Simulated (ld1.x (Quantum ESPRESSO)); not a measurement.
## PBEsol TM dataset for Cs, scalar-relativistic all-electron reference.

The input file (ld1.x (Quantum ESPRESSO) 7.5):

```
&input
   title='Cs', zed=55., rel=1, dft='PBESOL', iswitch=3,
   config='[Xe] 5d0 6s0.5 6p0',
   nld=3, rlderiv=4.55, eminld=-2.0, emaxld=5.0, deld=0.02
 /
 &inputp
   pseudotype=2, tm=.true., lloc=-1, rcloc=3.70,
   nlcc=.false.,
   file_pseudopw='Cs.UPF', file_wfcaegen='ae.wfc', file_wfcncgen='nc.wfc', file_beta='beta', file_chi='chi'
 /
3
6S  1  0   0.50   0.00  4.20  4.20  0.0
6P  2  1   0.00   0.00  3.95  3.95  0.0
5D  3  2   0.00   0.00  4.20  4.20  0.0
 &test
   configts(1)='5d0 6s0.5 6p0'
 /
```

Command:

```bash
ld1.x < Cs.in > Cs.out
```

Resulting log (shortened: banner, matrices, multipoles, cross overlaps and the repeated all-electron block are left out):

```
Program LD1 v.7.5
     --------------------------- All-electron run ----------------------------

     Cs
     scalar relativistic calculation

     atomic number is 55.00
     dft =PBESOL   lsd =0 sic =0 latt =0  beta=0.20 tr2=1.0E-14
     Exchange-correlation= PBESOL
                           (   1   4  10   8   0   0   0)
     mesh =1251 r(mesh) = 101.25750 a.u. xmin = -7.00 dx = 0.01250
     1 Ry =  13.60569312 eV, c = 137.03599908

     n l     nl                  e(Ry)          e(Ha)          e(eV)
     1 0     1S 1( 2.00)     -2630.1818     -1315.0909    -35785.4466
     2 0     2S 1( 2.00)      -412.7446      -206.3723     -5615.6763
     2 1     2P 1( 6.00)      -370.3215      -185.1607     -5038.4804
     3 0     3S 1( 2.00)       -85.9337       -42.9669     -1169.1879
     3 1     3P 1( 6.00)       -72.2839       -36.1420      -983.4726
     4 0     4S 1( 2.00)       -16.3499        -8.1749      -222.4515
     4 1     4P 1( 6.00)       -11.9846        -5.9923      -163.0593
     3 2     3D 1(10.00)       -52.2373       -26.1187      -710.7253
     5 0     5S 1( 2.00)        -2.1471        -1.0736       -29.2131
     5 1     5P 1( 6.00)        -1.1725        -0.5862       -15.9523
     4 2     4D 1(10.00)        -5.6326        -2.8163       -76.6357
     5 2     5D 1( 0.00)        -0.1611        -0.0805        -2.1914
     6 0     6S 1( 0.50)        -0.2767        -0.1383        -3.7645
     6 1     6P 1( 0.00)        -0.1522        -0.0761        -2.0705

     final scf error:  2.8E-15 reached in  21 iterations

     Etot =  -15567.506433 Ry,   -7783.753216 Ha, -211806.715214 eV

     Ekin =   16401.424503 Ry,    8200.712252 Ha,  223152.748574 eV
     Encl =  -37669.750415 Ry,  -18834.875207 Ha, -512523.064162 eV
     Eh   =    6078.411516 Ry,    3039.205758 Ha,   82701.001759 eV
     Exc  =    -377.592037 Ry,    -188.796019 Ha,   -5137.401385 eV

     normalization and overlap integrals

     s(1S/1S) =  1.000000  <r> =   0.0261  <r2> =    0.0009  r(max) =   0.0169
     s(2S/2S) =  1.000000  <r> =   0.1122  <r2> =    0.0148  r(max) =   0.0947
     s(2P/2P) =  1.000000  <r> =   0.0982  <r2> =    0.0118  r(max) =   0.0765
     s(3S/3S) =  1.000000  <r> =   0.2992  <r2> =    0.1023  r(max) =   0.2739
     s(3P/3P) =  1.000000  <r> =   0.2971  <r2> =    0.1024  r(max) =   0.2672
     s(4S/4S) =  1.000000  <r> =   0.6949  <r2> =    0.5451  r(max) =   0.6409
     s(4P/4P) =  1.000000  <r> =   0.7397  <r2> =    0.6226  r(max) =   0.6738
     s(3D/3D) =  1.000000  <r> =   0.2736  <r2> =    0.0885  r(max) =   0.2215
     s(5S/5S) =  1.000000  <r> =   1.7388  <r2> =    3.4090  r(max) =   1.5375
     s(5P/5P) =  1.000000  <r> =   2.0791  <r2> =    4.9310  r(max) =   1.7863
     s(4D/4D) =  1.000000  <r> =   0.8370  <r2> =    0.8161  r(max) =   0.7172
     s(5D/5D) =  1.000000  <r> =   4.4731  <r2> =   24.8282  r(max) =   2.9822
     s(6S/6S) =  1.000000  <r> =   5.2142  <r2> =   30.8191  r(max) =   4.4489
     s(6P/6P) =  1.000000  <r> =   7.0596  <r2> =   56.4171  r(max) =   6.0810

     ------------------------ End of All-electron run ------------------------

     --------------------- Generating NC pseudopotential ---------------------

      Generating local potential from pseudized AE potential:
      Matching radius rcloc =   3.7000

      Local pseudo, rcloc= 3.735 Estimated cut-off energy=     1.72 Ry

      Wfc   6S  rcut= 4.232  Using Troullier-Martins method

      Wfc   6P  rcut= 3.926  Using Troullier-Martins method

      Wfc   5D  rcut= 4.232  Using Troullier-Martins method

     ------------------- End of pseudopotential generation -------------------

     Computing logarithmic derivative in   4.53324
     Message from routine run_pseudo:
     Warning: convergence not achieved
     Computing logarithmic derivative in   4.53324
     Computing the partial wave expansion
     R is outside the sphere for l=    0 j= 0.00
     R is outside the sphere for l=    1 j= 0.00
     R is outside the sphere for l=    2 j= 0.00

     ---------------------- Testing the pseudopotential ----------------------

     Cs
     scalar relativistic calculation

     atomic number is 55.00   valence charge is  1.00
     dft =PBESOL   lsd =0 sic =0 latt =0  beta=0.20 tr2=1.0E-14
     mesh =1251 r(mesh) = 101.25750 xmin = -7.00 dx = 0.01250

     n l     nl             e AE (Ry)        e PS (Ry)    De AE-PS (Ry)
     3 2     5D   1( 0.00)       -0.16106       -0.16106       -0.00000
     1 0     6S   1( 0.50)       -0.27669       -0.27669        0.00000
     2 1     6P   1( 0.00)       -0.15218       -0.15218       -0.00000

     eps = 2.9E-10  iter =201

     Etot =  -15567.506433 Ry,   -7783.753216 Ha, -211806.715214 eV
     Etotps =    -0.161754 Ry,      -0.080877 Ha,      -2.200779 eV

     Ekin =       0.051256 Ry,       0.025628 Ha,       0.697372 eV
     Encl =      -0.254875 Ry,      -0.127437 Ha,      -3.467746 eV
     Ehrt =       0.043102 Ry,       0.021551 Ha,       0.586439 eV
     Ecxc =      -0.066814 Ry,      -0.033407 Ha,      -0.909049 eV
     Epseu=       0.065576 Ry,       0.032788 Ha,       0.892205 eV

     ---------------------- End of pseudopotential test ----------------------
```

Note: ghost state, extra bound levels that the all-electron valence spectrum of the same l lacks: s at -5.5 eV. A true bound ghost makes a file unfit for plane-wave use.

Generation and configuration tests took about 1.9 s on one core of a shared server CPU.
